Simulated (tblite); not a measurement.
Species: C₅H₆FS (doublet state).
Atom-mapped SMILES: `[CH2:1]=[CH:2][C:3]([CH:4]=[S:5])[CH2:6][F:7]` (hydrogens: H8, H9 on C1; H10 on C2; H11 on C4; H12, H13 on C6)

Structure used (GFN2-xTB), in Å, numbered top down from 1:
```xyz
13
C5H6FS angstrom
C     -2.0015    0.1269   -0.2988
C     -0.9255   -0.6596   -0.1891
C      0.4211   -0.2236    0.0480
C      1.4583   -1.1112    0.1378
S      1.3336   -2.7879   -0.0057
C      0.6832    1.2486    0.1964
F      2.0054    1.5229    0.4215
H     -1.9530    1.1987   -0.2126
H     -2.9754   -0.2924   -0.4805
H     -1.0391   -1.7322   -0.2834
H      2.4589   -0.7376    0.3155
H      0.1282    1.6590    1.0494
H      0.4016    1.7888   -0.7162
```

Method: GFN2-xTB as coded in tblite; computed harmonic values from a numerical Hessian at the method's own geometry, unscaled. This tight-binding method is rough: wavenumbers can miss measured ones by several per cent, in bad cases by 10 to 20. One conformer, not necessarily the lowest. Open shells enter through the occupations alone, without spin polarisation, and single modes of such species can be off by tens of per cent.

Harmonic wavenumbers (cm⁻¹): 81.2, 121.4, 166.3, 184.2, 201.3, 318.6, 354.6, 515.3, 539.2, 627.4, 781.7, 783.8, 876.7, 943.4, 953.8, 989.7, 990.1, 1076.8, 1189.2, 1203.0, 1266.9, 1287.6, 1338.3, 1405.8, 1417.8, 1452.7, 1607.3, 2905.3, 2920.6, 3039.2, 3059.1, 3115.8, 3142.9.

A = 2530, B = 1607, C = 989.0 MHz; mass 117.017 u (most abundant isotopes); point group Cs, symmetry number 1; spin multiplicity 2.

Problem. What is the zero-point energy?

Solution. ½Σν̃ = 20428 cm⁻¹ = 244.38 kJ/mol.

Problem. What is S at 298.15 K and 1 bar for an ideal gas of classical rigid rotors and harmonic oscillators?

Solution. Translation 168.25, rotation 120.38, vibration 80.30, spin (R ln 2) 5.76: S = 374.7 J/(mol K).

Problem. And Cp and H(298.15 K) − H(0)?

Solution. Cp = 121.48 J/(mol K), of which vibrations give 88.22 (their classical limit is 33 R = 274.4); H(298.15 K) − H(0) = 23.16 kJ/mol without the zero-point energy, 13.25 from vibrations.

Problem. Which modes carry the vibrational entropy at 298.15 K?

Solution. 81.2 cm⁻¹: 16.16; 121.4 cm⁻¹: 12.88; 166.3 cm⁻¹: 10.36; 184.2 cm⁻¹: 9.56; 201.3 cm⁻¹: 8.88; 318.6 cm⁻¹: 5.51 J/(mol K); the other 27 give 16.95 together.

Problem. What must be added to the electronic energy to get the Gibbs energy at 298.15 K and 1 bar?

Solution. ZPE + [H(298.15 K) − H(0)] − T·S = 244.38 + 23.16 − 111.71 = 155.83 kJ/mol.

Problem. Blend soft modes into free rotors: weight 1/[1 + (100 cm⁻¹/ν̃)⁴] for the oscillator and the rest for a rotor with moment μB/(μ + B), μ = h/(8π²ν), B = 10⁻⁴⁴ kg m². What vibrational entropy results?

Solution. 77.39 J/(mol K) in place of 80.30, which changes −T·S at 298.15 K by +0.87 kJ/mol.

Hindered rotation and anharmonicity are outside this model. Other conformers, if any are populated, would add a mixing term that is left out.
